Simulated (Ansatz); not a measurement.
MoOF4. Charge 0, multiplicity 3. Geometry PBE-D4/def2-SVP, that of the neutral singlet; atoms count from 1.

| atom | x (Å) | y (Å) | z (Å) |
| --- | --- | --- | --- |
| Mo1 | -0.0136 | -0.0410 | 0.0012 |
| O2 | -0.5377 | -1.6213 | 0.0489 |
| F3 | 0.4273 | 0.3729 | 1.7532 |
| F4 | -1.5362 | 0.9795 | 0.2755 |
| F5 | -0.1516 | 0.4583 | -1.7782 |
| F6 | 1.8119 | -0.1483 | -0.3006 |

In the def2 sets Mo takes a core potential; there is no spin–orbit coupling. At PBE0-D4/def2-TZVP a singlet of charge 0 lies 4.15 eV below the triplet at the same geometry.

Estimate the Mulliken populations from the PBE0/def2-TZVP orbitals of Ansatz.


```tsv
atom	charge (e)	spin (α − β)	d electrons
Mo1	1.84	0.78	3.59
O2	-0.25	0.78	–
F3	-0.40	0.11	–
F4	-0.40	0.11	–
F5	-0.40	0.11	–
F6	-0.40	0.11	–
```
Mulliken values depend strongly on the basis.

Where does the spin sit?

Summed by element: Mo 0.78, O 0.78, F 0.44, of 2 unpaired in all. Largest on single atoms: O2 0.78, Mo1 0.78, F4 0.11.

And the Mayer bond orders between heavy atoms (over 0.3)?

Mo1–O2 1.33 (1.67 Å); Mo1–F3 0.84 (1.85 Å); Mo1–F4 0.84 (1.85 Å); Mo1–F5 0.84 (1.85 Å); Mo1–F6 0.84 (1.85 Å).
